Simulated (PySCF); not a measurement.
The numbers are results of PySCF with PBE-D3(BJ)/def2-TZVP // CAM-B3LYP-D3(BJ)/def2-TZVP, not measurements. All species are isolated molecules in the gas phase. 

Reference species (SMILES): `C[N]C` (neutral, multiplicity 2).

```
Quantity       Result
-------------  ------
dipole moment  1.70 D
```

Changed species: `[BH2]` (radical fragment; the reference has radical fragment).

Task: What does the change do to the dipole moment?

Result: the dipole moment decreases by 1.19 D, to 0.51 D.
